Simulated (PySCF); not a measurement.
Species: C5H10Se.
SMILES: `C[C@@H]1CC[Se]C1`

The calculation used TDDFT B3LYP/def2-SVPD, vertical, gas phase, core orbitals frozen in the response in PySCF. Isolated species at its PBE0-D3(BJ)/def2-SVP geometry (one conformer only). Relativistic effects, spin–orbit coupling among them, are left out although an element past zinc is present.

```
state  E (eV)  λ (nm)       f  main configurations (H = HOMO, L = LUMO)
   S1    4.31   287.4  0.0001                                 H→L (96%)
   S2    5.17   239.7  0.0059                               H→L+1 (97%)
   S3    5.36   231.5   0.039                               H→L+2 (99%)
   S4    5.65   219.6   0.020                               H→L+3 (99%)
   S5    6.02   206.0  0.0004                  H→L+4 (53%), H→L+5 (40%)
   S6    6.23   198.9   0.010                  H→L+5 (56%), H→L+4 (42%)
   S7    6.70   185.1  0.0012                               H→L+6 (88%)
   S8    6.76   183.5   0.026                               H→L+7 (91%)
   S9    7.05   175.8   0.026                  H→L+8 (75%), H-1→L (10%)
  S10    7.11   174.4   0.078                  H-1→L (78%), H→L+8 (15%)
```

Triplets, Tamm–Dancoff:

```csv
state,E (eV),λ (nm),"main configurations (H = HOMO, L = LUMO)"
T1,3.91,317.0,H→L (92%)
T2,4.81,257.9,"H→L+1 (69%), H→L+2 (16%)"
T3,5.18,239.5,"H→L+2 (80%), H→L+1 (18%)"
T4,5.54,223.7,H→L+3 (97%)
```

The lowest singlet comes at 287 nm (416 kJ/mol) in the ultraviolet; it is dark (f under 0.0005); its leading configuration is HOMO→LUMO (96%). The strongest level in the table is S10 at 7.11 eV (174 nm, f = 0.078). It is the last of those listed, so stronger ones may follow. Löwdin shares by element: HOMO selenium 73%, carbon 19% or more; LUMO selenium 60%, carbon 17% or more (atoms not listed hold the other 23%). Orbital energies (eV): HOMO-3 -9.15, HOMO-2 -9.06, HOMO-1 -8.09, HOMO -5.68, LUMO -0.19, LUMO+1 0.27, LUMO+2 0.64. Of the 10 states listed, 6 reach f = 0.01 and 2 stay under 0.0005. Weighted by f, the mean energy of these states is 6.48 eV. No computed singlet lies in the visible range (380 to 750 nm); the lowest, at 287 nm, stands 1.05 eV above its violet end (3.26 eV). All these states lie below the vertical ionisation energy of 8.04 eV (ΔSCF). The window holds the lowest 10 singlets.

Hardware: an Arm Neoverse V1 with one thread, no GPU, on a shared host. Cost: 80 s wall.
